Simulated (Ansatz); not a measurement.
Compare A (`C1N[SiH2]O1`) with its isomer B (`O[SiH]1CN1`).

Program: Ansatz. Geometries: PBE0-D4/def2-TZVP. ΔE: electronic, gas phase. CCSD(T)/CBS adds triple-zeta CCSD(T) − MP2 to the extrapolated MP2 energy (def2 sets, frozen cores). DFT in def2-TZVPP. Each species was taken in one conformer, which may not be the lowest.

(1) Which is lower in electronic energy at CCSD(T)/CBS, and by how much? (Estimate.)

(2) Give E(B) − E(A) in kcal/mol with CCSD(T)/def2-SVP, ωB97M-V, r2SCAN-D4, CCSD(T)/def2-TZVPP, PBE0-D4, HF/def2-TZVPP, B2PLYP. (An estimate is asked.)

(3) Does the order hold for the free energy at 298.15 K (harmonic terms from PBE0-D4)? (Best estimate.)

Largest T1 diagnostic: 0.012.

Results:

(1) Ansatz gave: B, by 0.2 kcal/mol. So small a gap doesn't settle the order.

(2) The calculation gave: CCSD(T)/def2-SVP 4.8, ωB97M-V 0.0, r2SCAN-D4 -1.3, CCSD(T)/def2-TZVPP 0.8, PBE0-D4 0.0, HF/def2-TZVPP 5.6, B2PLYP 0.0. The order is the other way round with CCSD(T)/def2-SVP, CCSD(T)/def2-TZVPP, HF/def2-TZVPP.

(3) The calculation gave: Yes: G(B) − G(A) = -0.7 kcal/mol, for one conformer each.

In def2-TZVPP, CCSD(T) changes the Hartree–Fock value by −4.7 kcal/mol (the triples alone add −0.6 kcal/mol) and MP2 by −5.9 kcal/mol. From r2SCAN to r2SCAN0 (25 % exact exchange), in def2-TZVPP and without D4, E(B) − E(A) moves by +1.1 kcal/mol.
